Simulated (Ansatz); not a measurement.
C3H9NSi can be A, `C/C=C/[SiH2]N`, or B, `C/C(N)=C\[SiH3]`.

Gas-phase electronic energies from Ansatz, PBE0-D4/def2-TZVP geometries. CBS: MP2 limit from def2 TZ/QZ plus the TZ coupled-cluster correction, frozen cores. Double bonds are as drawn, so ΔE can hold a change between cis and trans. Functionals use def2-TZVPP. B3LYP here is the variant with VWN-RPA as its local correlation; programs differ in this. One conformer a species, not always the lowest.

**Question.** Which isomer does CCSD(T)/CBS put lower? Give the gap. (Estimate.)

**Answer.** The calculation gave: A, by 85.4 kJ/mol.

**Question.** Give E(B) − E(A) in kJ/mol with HF/def2-TZVPP, B3LYP-D4, ωB97M-V, B3LYP, PBE-D4, CCSD(T)/def2-TZVPP, CCSD/def2-TZVPP. (An estimate is asked.)

**Answer.** Ansatz gave: HF/def2-TZVPP 92.0, B3LYP-D4 75.7, ωB97M-V 79.3, B3LYP 79.5, PBE-D4 63.9, CCSD(T)/def2-TZVPP 82.7, CCSD/def2-TZVPP 85.6. None reverses the order clearly.

**Question.** Does the order hold for the free energy at 298.15 K (harmonic terms from PBE0-D4)? (Estimate.)

**Answer.** Ansatz gave: Yes: G(B) − G(A) = +78.4 kJ/mol, for one conformer each. Modes under 60 cm⁻¹, often nearly free rotors, make the harmonic entropy too high.

Largest T1 diagnostic: 0.012.

The D4 term adds −3.7 kJ/mol with B3LYP and −2.0 kJ/mol with PBE0; it sums over pairs of atoms, weighted by their polarisabilities, and B3LYP, whose exchange is more repulsive, gets the larger term. At CCSD(T), def2-SVP lies −24.8 kJ/mol from the extrapolated value and def2-TZVPP −2.7 kJ/mol.
